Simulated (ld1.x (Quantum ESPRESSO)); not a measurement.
**Au (Z = 79): one change to a TM potential, before and after**

ld1.x (Quantum ESPRESSO) 7.5 input, shortened:

```
&input
   title='Au', zed=79., rel=1, dft='PBE', iswitch=3,
   config='[Xe] 4f14 5d10 6s1 6p0'
 /
 &inputp
   pseudotype=2, tm=.true., lloc=2,
   nlcc=.false.
 /
3
6S  1  0   1.00   0.00  2.30  2.30  0.0
6P  2  1   0.00   0.00  3.90  3.90  0.0
5D  3  2  10.00   0.00  1.70  1.70  0.0
 &test
   configts(1)='5d10 6s1 6p0'
 /
```

All-electron outer shells of the reference configuration (PBE, scalar-relativistic, ld1.x):

```tsv
shell	level (eV)	outermost node (bohr)	outermost maximum (bohr)
4f	-81.12	–	0.37
5p	-59.78	0.52	0.96
5d	-6.88	0.56	1.21
6s	-5.76	1.11	2.32
6p	-0.77	1.32	3.64
```

Change: fully relativistic.

Cutoffs: the cutoffs (Ry, on a coarse ladder) from which the occupation-weighted sum of valence levels, in a spherical-Bessel basis at the reference potential, stays within 10 and 1 mRy of its value at 400 Ry; they do not see the model core or the augmentation charge, which bear on the density cutoff. Errors are all-electron minus pseudo energies relative to the spin-unpolarised reference configuration.

How do hardness, ghosts and transferability respond?

The potential gets neither clearly harder nor softer (45 Ry and 60 Ry → 45 Ry and 60 Ry); both files keep a bound ghost (p, s); the miss of the reference levels goes from 0.00 to 0.94 eV; the number of tests that count goes from 6 to 5; of the 5 tests that both files solve, the error grows in 3 and shrinks in 2 by more than 15 % and 0.3 meV (median size 6.2 → 12.3 meV). In the changed file the local d channel has no projectors, so it cannot carry the spin–orbit splitting, and the file is wrong for that shell.

```csv
quantity,base,changed
"cutoff, loose",45 Ry,45 Ry
"cutoff, tight",60 Ry,60 Ry
bound ghosts,"s, p","s, p3/2, p1/2"
"largest miss of a reference level, eV",0.00,0.94
"tests counted (converged, no solver errors)",6 of 7,5 of 7
"error for 5d10 6s0 6p0, meV [ΔE 9.41 → 9.43 eV]",-1.9,-2.2
"error for 5d9 6s0 6p0, meV [ΔE 30.62 → 30.66 eV]",+25,+34
"error for 5d8 6s0 6p0, meV [ΔE 64.49 → 64.53 eV]",+6.2,+21
"error for 5d10 6s0.5 6p0, meV [ΔE 3.77 → 3.78 eV]",-1.4,-0.9
"error for 5d9 6s2 6p0, meV [ΔE 1.69 → 1.71 eV]",-33,-12
s: phases at 4.26 bohr within 0.05 rad from the reference energy up to (Ry; the scan ends near 5),0.8,0.8
```

Base: Tests not counted: 5d9 6s1 6p1 (solver errors, printed error -2.5 eV). Changed file: Tests not counted: 5d10 6s0 6p1 (solver errors, printed error -55 meV); 5d9 6s1 6p1 (solver errors, printed error -2.5 eV). A true bound ghost makes a file unfit for plane-wave use even where its test errors are small: the radial tests pick states by their node count and pass the ghost by. Where a test does run into it, the solver fails or the error is huge.
